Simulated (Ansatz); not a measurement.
Born–Oppenheimer molecular dynamics of BCl2FH2 (6 atoms, charge 0, multiplicity 1). It starts at the highest image of a converged band, a first-order saddle point between two minima.

Method: Ansatz, RKS PBE0-D4/def2-SVP.

```
ensemble                      : NVE (velocity Verlet)
time step                     : 0.5 fs
steps asked                   : 200
starting velocities drawn for : 300 K
seed                          : 6838
```

First frame:

```xyz
6
Properties=species:S:1:pos:R:3
B -0.070 -0.246 0.014
F -0.101 0.124 1.508
H 1.008 -0.033 -0.462
Cl -1.537 0.283 -0.802
Cl -0.152 -2.182 0.587
H -0.149 -1.035 1.631
```

(1) What does the run give?

(2) What happens to the structure?

(3) How do temperature and energy run in time?

## Answers

(1) The run went to its last step.

| Property | Result |
| --- | --- |
| steps done | 200 |
| time covered | 100 fs |
| mean temperature over the second half | 1797 K |
| spread of the potential energy over the second half | 5.4 meV per atom |
| mean potential energy of the second half above the start | -129.0 meV per atom |

The conserved energy stayed within 0.044 meV per atom of its start (net change 0.022 meV per atom), so the integration is sound. The kinetic energy rose, since the run started high on the potential surface and went downhill. It ends in pieces (BClFH + ClH), so much of that is their flight and rotation, not heat. A run of 0.1 ps of so small a system gives no equilibrium averages. The orbitals stay closed-shell, which can raise the energy where a bond breaks towards radicals; this wasn't checked here.

(2) Between its relaxed ends the band would form B1–Cl5, F2–H6 and break B1–F2, Cl5–H6. These pairs go: B1–Cl5 2.02 → 4.60 Å, F2–H6 1.17 → 5.68 Å, B1–F2 1.54 → 1.27 Å, Cl5–H6 1.55 → 1.29 Å. In the last frame they stand as before the step (other bonds may differ from the relaxed reactants and products). It ends as BClFH + ClH. Pairs count as bonded within 1.25 times the sum of covalent radii (0.12 Å more for H–H). Another seed would give other details.

(3) 
```tsv
time (fs)	T (K)	potential energy less start (eV)	conserved less start (meV/atom)
0	300	0.000	0.00
5	255	0.024	0.02
10	420	-0.062	0.03
15	945	-0.334	0.00
20	1313	-0.524	-0.04
25	1333	-0.534	0.02
30	1597	-0.671	-0.03
35	1602	-0.673	0.02
40	1778	-0.764	-0.01
45	1836	-0.794	-0.02
50	1701	-0.724	0.03
55	1841	-0.797	-0.02
60	1790	-0.770	0.01
65	1831	-0.792	0.00
70	1819	-0.785	-0.01
75	1729	-0.739	0.04
80	1939	-0.848	-0.03
85	1799	-0.775	0.01
90	1758	-0.754	0.01
95	1775	-0.763	-0.01
100	1694	-0.721	0.02
```

Time of the run: 8.2 min on 1 thread of Arm Neoverse V1, with other jobs on the host, peak memory 0.14 GiB.
